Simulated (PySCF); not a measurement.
Several species in one continuum solvent.

Level: PBE0/pcSseg-1 in PySCF, non-relativistic, each on one gas-phase PBE0-D3(BJ)/def2-SVP geometry that isn't relaxed in the solvent. The solvent is an IEF-PCM continuum (Bondi radii, 1.10 Å for H, scaled by 1.2). The model holds no explicit solvent molecules, cavitation or dispersion.

**Question.** Order them by E(solvent) − E(gas) in dimethylsulfoxide (ε = 46.83), most negative first (kcal/mol).
A. `N#C[C@H]1[C@H]2C[C@@H]12`
B. `[N:1]#[C:2][Si@@H:3]([SiH3:4])[CH:5]1[CH2:6][CH2:7]1` with C2–Si3–C5–C6 84°
C. `C[Si]1(C#N)C[SiH2]C1`
D. `[N:1]#[C:2][C@@H:3]1[CH2:4][CH2:5][SiH2:6][SiH2:7]1` with C2–C3–C4–C5 -65°, C3–C4–C5–Si6 -53°, C4–C5–Si6–Si7 25°, C5–Si6–Si7–C3 2°
E. `[N:1]#[C:2][C@@H:3]1[CH2:4][Si@@H:5]1[CH2:6][SiH3:7]` with C4–Si5–C6–Si7 -136°
F. `[CH:1]#[C:2][C@H:3]1[CH2:4][SiH2:5][NH:6][SiH2:7]1` with C2–C3–C4–Si5 164°, C3–C4–Si5–N6 -29°, C4–Si5–N6–Si7 8°, Si5–N6–Si7–C3 11°

**Answer.** E (-7.4), A (-6.9), D (-6.2), C (-5.8), B (-5.6), F (-4.6).

| SMILES | charge | ΔE (kcal/mol) | polarisation term (kcal/mol) | HOMO shift (eV) | dipole gas (D) | dipole solvent (D) | atoms |
| --- | --- | --- | --- | --- | --- | --- | --- |
| N#C[C@@H]1C[Si@@H]1C[SiH3] | 0 | -7.4 | -9.3 | +0.16 | 4.46 | 6.10 | 16 |
| N#C[C@H]1[C@H]2C[C@@H]12 | 0 | -6.9 | -8.6 | +0.29 | 4.82 | 6.20 | 11 |
| N#C[C@@H]1CC[SiH2][SiH2]1 | 0 | -6.2 | -7.8 | +0.27 | 3.91 | 5.24 | 16 |
| C[Si]1(C#N)C[SiH2]C1 | 0 | -5.8 | -6.9 | +0.29 | 3.97 | 5.10 | 16 |
| N#C[Si@@H]([SiH3])C1CC1 | 0 | -5.6 | -6.7 | +0.27 | 4.21 | 5.42 | 16 |
| C#C[C@H]1C[SiH2]N[SiH2]1 | 0 | -4.6 | -5.1 | -0.01 | 1.06 | 1.50 | 16 |

Over the 6 neutral species the correlation coefficient of ΔE with the squared gas-phase dipole is -0.84. The polarisation term is half the interaction of the solute with the induced surface charges.
